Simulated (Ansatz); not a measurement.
C₃H₉NSi, SMILES `C[C@H]1N[Si@H]1C`. Charge 0, multiplicity 1.

```xyz
14

C    -0.811   -1.726    0.304
C    -0.565   -0.680   -0.749
N    -1.215    0.648   -0.498
Si    0.498    0.809   -0.606
C     1.410    1.341    0.920
H    -0.644   -1.324    1.306
H    -1.844   -2.088    0.265
H    -0.145   -2.582    0.165
H    -0.687   -1.058   -1.767
H    -1.881    0.958   -1.189
H     1.094    1.341   -1.858
H     0.962    0.885    1.805
H     2.461    1.048    0.868
H     1.367    2.427    1.035
```

(1) Give the diagnostics of a CCSD(T)/def2-TZVPP run (frozen core, Ansatz 0.2.0). (Best estimate.)

## Answers

(1) Ansatz gave: T1 = 0.0112, largest single amplitude 0.022, largest double 0.022, (T) share of the correlation energy 4.0 %, 9 CCSD cycles. The RHF solution is stable towards an unrestricted one. T1 lies under the customary mark of 0.02 for closed shells.
